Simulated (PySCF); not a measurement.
Si(H)(I)2(OMe) (CH₄I₂OSi), SMILES CO[SiH](I)I. Atoms are numbered in the order given.

```xyz
9

Si    -0.5250    -0.0807     0.7360
I     -0.4244     1.8026    -0.8615
I      1.4167    -1.5496     0.5116
O     -1.8554    -1.0013     0.4383
C     -3.1969    -0.5657     0.3059
H     -0.5297     0.5052     2.0986
H     -3.8172    -1.4430     0.0731
H     -3.5679    -0.1086     1.2402
H     -3.2988     0.1691    -0.5111
```
Charge 0, spin multiplicity 1.

Coordinates come from a B3LYP-D3(BJ)/def2-SVP optimisation. The def2 effective core potentials stand for the cores of I; spin–orbit coupling is left out. Other conformers were not sampled.

Level of theory: PySCF with TDA-PBE/def2-SVPD.

Vertical excitations. Gas-phase values at a fixed geometry.

Computed UV-visible absorptions:
| state | energy (eV) | λ (nm) | f | main pairs |
|---|---|---|---|---|
| S1 | 4.55 | 273 | 0.028 | HOMO→LUMO 74 %, HOMO−1→LUMO 23 % |
| S2 | 4.64 | 267 | 0.022 | HOMO−1→LUMO 75 %, HOMO→LUMO 22 % |
| S3 | 4.75 | 261 | 0.005 | HOMO−2→LUMO 97 % |
| S4 | 5.00 | 248 | 0.002 | HOMO−3→LUMO 96 % |
| S5 | 5.26 | 236 | 0.019 | HOMO−4→LUMO 95 % |
| S6 | 5.55 | 224 | 0.020 | HOMO→LUMO+1 95 % |
| S7 | 5.72 | 217 | 0.017 | HOMO−1→LUMO+1 93 % |
| S8 | 5.74 | 216 | 0.001 | HOMO→LUMO+2 63 %, HOMO−5→LUMO 26 % |
| S9 | 5.76 | 215 | 0.002 | HOMO−5→LUMO 33 %, HOMO−2→LUMO+1 32 %, HOMO→LUMO+2 28 % |
| S10 | 5.84 | 212 | 0.009 | HOMO−2→LUMO+1 52 %, HOMO−1→LUMO+2 22 %, HOMO−5→LUMO 20 % |
| T1 | 4.10 | 302 | 0 | HOMO→LUMO 99 % |
| T2 | 4.31 | 288 | 0 | HOMO−1→LUMO 99 % |
| T3 | 4.39 | 282 | 0 | HOMO−2→LUMO 99 % |
| T4 | 4.66 | 266 | 0 | HOMO−3→LUMO 99 % |
Triplets are in the Tamm–Dancoff approximation.
